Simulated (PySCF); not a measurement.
**Cu (copper, neutral) across methods**

[Ar] 3d9 4s1 5s1, high-spin 4D determinant (an excited configuration). Calculation: PySCF 2.14, in aug-cc-pVTZ-PP with one added diffuse shell each of s, p, d, f, g type with ECP10MDF (7s7p6d4f3g, 113 functions); scalar relativity through the core potential.

```json
{"method": "LDA", "E (hartree)": "-196.6361", "mean ε 3d β (eV)": "-14.407", "mean ε 4s α (eV)": "-10.586", "mean ε 5s α (eV)": "-1.738", "Σ⟨r²⟩ (bohr²)": "87.99", "⟨S²⟩": "3.750"}
{"method": "LC-wPBE", "E (hartree)": "-197.0418", "mean ε 3d β (eV)": "-19.527", "mean ε 4s α (eV)": "-13.694", "mean ε 5s α (eV)": "-2.832", "Σ⟨r²⟩ (bohr²)": "93.05", "⟨S²⟩": "3.750"}
{"method": "wB97X", "E (hartree)": "-197.0063", "mean ε 3d β (eV)": "-19.631", "mean ε 4s α (eV)": "-13.215", "mean ε 5s α (eV)": "-2.730", "Σ⟨r²⟩ (bohr²)": "96.60", "⟨S²⟩": "3.751"}
{"method": "r2SCAN", "E (hartree)": "-196.9137", "mean ε 3d β (eV)": "-14.401", "mean ε 4s α (eV)": "-10.679", "mean ε 5s α (eV)": "-1.696", "Σ⟨r²⟩ (bohr²)": "90.90", "⟨S²⟩": "3.751"}
{"method": "UHF", "E (hartree)": "-196.00429", "mean ε 3d β (eV)": "-24.078", "mean ε 4s α (eV)": "-13.065", "mean ε 5s α (eV)": "-2.538", "Σ⟨r²⟩ (bohr²)": "100.2", "⟨S²⟩": "3.751"}
{"method": "PBE", "E (hartree)": "-197.0147", "mean ε 3d β (eV)": "-14.234", "mean ε 4s α (eV)": "-10.311", "mean ε 5s α (eV)": "-1.756", "Σ⟨r²⟩ (bohr²)": "89.55", "⟨S²⟩": "3.750"}
{"method": "PBE0", "E (hartree)": "-196.9680", "mean ε 3d β (eV)": "-16.879", "mean ε 4s α (eV)": "-11.110", "mean ε 5s α (eV)": "-2.020", "Σ⟨r²⟩ (bohr²)": "91.05", "⟨S²⟩": "3.750"}
```

(1) Estimate the same row for wB97M-V.

Energies and moments cover only the electrons outside the core potential. The outer electron is Rydberg-like, and this basis confines it to a smaller radius and binds it less than a complete one would.

## Answers

(1) E (hartree) = -196.8563; mean ε 3d β (eV) = -19.376; mean ε 4s α (eV) = -13.120; mean ε 5s α (eV) = -2.425; Σ⟨r²⟩ (bohr²) = 91.83; ⟨S²⟩ = 3.751.
